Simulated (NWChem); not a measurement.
# HfNH5; SMILES [HfH3][NH2]

```xyz
7

Hf     0.0018     0.2078     0.0001
N      0.0069    -1.7913     0.0002
H     -0.8320    -2.3716     0.0008
H      0.8230    -2.4030     0.0009
H     -0.9806     0.7397     1.4834
H      1.7385     0.8772     0.0280
H     -0.9246     0.7339    -1.5205
```
Atoms are numbered in this order, from 1.

Geometry: optimised at PBE0/def2-SVP. No frequency run checked for a minimum. def2 effective core potentials on Hf; no spin-orbit coupling.

Q: List the 4 lowest vertical singlet excitations from B3LYP/def2-SVPD with def2 effective core potentials on Hf, TDA (NWChem).

A: 
```csv
state,energy (eV),oscillator strength,leading excitation (squared amplitude)
S1,4.36,0.002,HOMO → LUMO (0.93)
S2,4.56,0.005,HOMO−1 → LUMO (0.87)
S3,4.69,0.000,HOMO−1 → LUMO+1 (0.95)
S4,4.89,0.009,HOMO → LUMO+1 (0.80)
```
